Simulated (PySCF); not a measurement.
Coordinates in bohr (charge 0 multiplicity 1):
```
Ru    0.1687    0.0000    0.3218
O    -1.0154    0.0000   -2.6446
H     0.8055    0.0000    3.6609
H     2.3150    0.0000    3.0141
H    -1.9877    1.6301    1.4099
H    -1.9877   -1.6301    1.4099
```

Computed with PBE0/[Ru def2-TZVP with ECP28, O def2-TZVP, H def2-TZVP], scalar-relativistic core potentials, density fitting, no spin–orbit coupling, PySCF.

This geometry of H4RuO is a stationary point at this level.

(1) What is the point group?

(2) Is it a minimum?

(3) List the harmonic modes with their infrared intensities.

(4) Give the atomic charges and bond orders.

Results:

(1) Cs.

(2) No: it has 1 imaginary mode, at 269i cm⁻¹ (a'').

(3) 
| symmetry | ω (cm⁻¹) | IR (km/mol) |
| --- | --- | --- |
| a'' | 269i | – |
| a'' | 474 | 25.2 |
| a' | 503 | 5.5 |
| a' | 746 | 34.6 |
| a'' | 757 | 35.7 |
| a' | 795 | 51.3 |
| a' | 913 | 7.2 |
| a' | 1009 | 200 |
| a' | 1742 | 14.4 |
| a'' | 2241 | 30.0 |
| a' | 2284 | 5.1 |
| a' | 2771 | 340 |

(4) 
| atom | Mulliken | Löwdin | polar tensor | Mayer order to Ru1 |
| --- | --- | --- | --- | --- |
| Ru1 | 0.17 | -0.05 | 0.47 | – |
| O2 | -0.49 | -0.26 | -0.62 | 1.90 |
| H3 | 0.09 | 0.09 | 0.18 | 0.37 |
| H4 | 0.02 | 0.07 | -0.01 | 0.43 |
| H5,6 | 0.11 | 0.07 | -0.01 | 0.93 |
Other Mayer orders above 0.3: H–H 0.54.

Other isomers or separated fragments may lie lower. At this level a singlet minimum of C4v symmetry lies 135 kJ/mol below this structure.
